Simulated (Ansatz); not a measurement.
Ansatz (a quantum-chemistry and plane-wave program) input (RI-MP2/def2-QZVPP):
A basis named .json is the Basis Set Exchange file of that set.

Ansatz 0.2 input:
```yaml
crystal:
  periodic: [false, false, false]
  atoms:
    - {symbol: W, position_ang: [-0.07158125, -0.12057567, -0.11825669]}
    - {symbol: O, position_ang: [1.60920670, 0.04019937, -0.28062879]}
    - {symbol: O, position_ang: [-0.24400457, -0.36686277, 1.68477580]}
    - {symbol: O, position_ang: [-0.70307555, 1.44198834, -0.31027264]}
basis:
  gaussian:
    orbitals: def2-QZVPP.json
    fitting: {mean_field: def2-universal-jkfit, correlation: def2-QZVPP-RIFIT.json}
total_charge: 1
magnetization: {spin_polarized: true, initial_magnetization: 1}
correlation: {method: mp2, electrons: outside_noble_gas}
```

End of the output:

```
mean field evaluation 160: about -7911.3488 eV, gradient 2.4e-6 eV
mean field evaluation 192: about -7910.8809 eV, gradient 6.9e-1 eV
mean field evaluation 224: about -7911.5814 eV, gradient 9.7e-1 eV
mean field evaluation 256: about -7912.1067 eV, gradient 7.9e-1 eV
mean field evaluation 288: about -7911.8754 eV, gradient 1.6e0 eV
mean field evaluation 320: about -7910.5692 eV, gradient 3.3e-1 eV
mean field evaluation 352: about -7910.9937 eV, gradient 5.4e0 eV
mean field evaluation 384: about -7911.6054 eV, gradient 1.4e-2 eV
mean field evaluation 416: about -7911.7482 eV, gradient 3.0e0 eV
mean field -7912.15139728 eV, -290.7662008010 hartree, gradient 2.3e-6 eV, S^2 1.723730; 25 other end points of the search recorded, 0 dependent functions left out
7 core orbitals not correlated
675 factors; their error is unknown
reference -7912.15139728 eV, -290.7662008010 hartree; 12, 11 occupied and 233, 234 virtual orbitals, 675 factors
second order -23.96535904 eV of doubles, -0.00000000 eV of singles
Total energy: -7936.11675631 eV, -291.6469115014 hartree
```

The spin state was set by rule; other spins were not relaxed.

The determinant is spin-contaminated: <S^2> is 1.72 against 0.75 for a pure state.
